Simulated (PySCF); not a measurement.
Bond curve of BeB

Set-up: Be aug-cc-pVDZ, B aug-cc-pVDZ; no relativity (PySCF 2.14). Energies in eV from Be + B in their ground configurations at the same level. All curves are PBE0. state 1: Ms = 0.5 determinant of mixed spin (⟨S²⟩ near 1.4), unpaired electrons π ↑; state 2: ⁴Σ⁻ (quartet), unpaired electrons σ ↑, π ↑↑, a second solution, started from another occupation; state 3: ⁴Π (quartet), unpaired electrons σ ↑↑, π ↑, a second solution, started from another occupation; state 4: Ms = 0.5 determinant of mixed spin (⟨S²⟩ near 1.8), unpaired electrons σ ↑, π ↑↓, a mixture of terms (⟨Lz²⟩ = 2.0), a second solution, started from another occupation.

| R (Å) | state 1 | state 2 | state 3 | state 4 |
| --- | --- | --- | --- | --- |
| 1.643 | -0.822 | -0.971 | -0.6445 | -0.3353 |
| 1.720 | -1.075 | -1.013 | -0.8439 | -0.3792 |
| 1.796 | -1.215 | -0.959 | -0.9296 | -0.3299 |
| 1.854 | -1.264 | -0.874 | -0.9372 | -0.2488 |
| 1.911 | -1.277 | -0.760 | -0.9072 | -0.1406 |
| 1.968 | -1.262 | -0.625 | -0.8476 | -0.0126 |
| 2.045 | -1.209 | -0.423 | -0.7334 | 0.1786 |
| 2.140 | -1.110 | -0.151 | -0.5520 | 0.4345 |
| 2.255 | -0.966 | 0.187 | -0.3007 | 0.7455 |
| 2.408 | -0.768 | 0.625 | 0.0557 | 1.1307 |

Put a parabola through the three lowest points of the state 1 curve and estimate Re, k and ωe (reduced mass 4.956 u; 1 eV/Å² = 0.16022 mdyn/Å; ωe = 1302.8·√(k/μ) cm⁻¹).

Through R = 1.854, 1.911, 1.968 Å the second-order coefficient is 4.31 eV/Å², so Re ≈ 1.909 Å, k ≈ 1.38 mdyn/Å and ωe ≈ 688 cm⁻¹. A polynomial fit of higher order to the unrounded PBE0 energies gives Re = 1.906 Å, k = 1.40 mdyn/Å, ωe = 692 cm⁻¹; anharmonicity and rounding make the difference.

The higher-order fit for each curve: state 1: Re = 1.906 Å, ωe = 692 cm⁻¹, De = 1.28 eV; state 2: Re = 1.711 Å, ωe = 959 cm⁻¹, minimum 1.01 eV below the ground-state fragments; state 3: Re = 1.835 Å, ωe = 821 cm⁻¹, minimum 0.94 eV below the ground-state fragments; state 4: Re = 1.713 Å, ωe = 946 cm⁻¹, minimum 0.380 eV below the ground-state fragments.

The state was picked by a PBE0 search and need not be the measured ground state.
